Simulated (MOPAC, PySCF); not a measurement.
C₃H₉BrO₃Si, SMILES `CO[Si](OC)(OC)Br`, neutral singlet in the gas phase. 

Cartesian coordinates (Å):
```xyz
17

C     -0.7443     2.5846    -0.4215
O      0.1769     1.6019     0.0093
Si    -0.0128    -0.0203    -0.0756
Br    -0.3779    -0.6021    -2.2202
O     -1.2975    -0.4812     0.8255
C     -1.8183    -1.7903     0.9479
O      1.3403    -0.7703     0.4548
C      2.6333    -0.6818    -0.1111
H     -0.2946     3.5751    -0.2577
H     -0.9747     2.4748    -1.4957
H     -1.6870     2.5249     0.1488
H     -1.0791    -2.4729     1.4007
H     -2.1177    -2.1962    -0.0342
H     -2.7056    -1.7498     1.5970
H      2.6331    -1.0105    -1.1652
H      3.0193     0.3508    -0.0643
H      3.3066    -1.3367     0.4615
```
Charge 0, spin multiplicity 1.

All levels are single points at this geometry (B3LYP-D3(BJ)/def2-SVP); Pople sets use spherical d functions. Orbital energies aren't observables, and empty levels follow the basis.

| level | HOMO (eV) | LUMO (eV) | gap (eV) | dipole (D) | vertical IE, Delta-SCF (eV) |
|---|---|---|---|---|---|
| B3LYP-D3(BJ)/def2-TZVP in PySCF | -8.02 | 0.46 | 8.49 | 0.26 | 10.02 |
| PBE-D3(BJ)/def2-TZVP in PySCF | -6.85 | -0.25 | 6.59 | 0.34 | – |
| B3LYP/6-311+G** (LANL2DZ on Br) in PySCF | -8.08 | -0.11 | 7.97 | 0.21 | – |
| PBE/6-31G* in PySCF | -6.63 | -0.02 | 6.62 | 0.46 | – |
| HF/6-31G* in PySCF | -11.39 | 4.99 | 16.39 | 0.23 | 9.99 |
| PM3 in MOPAC | -10.56 | -0.36 | 10.20 | 2.47 | – |
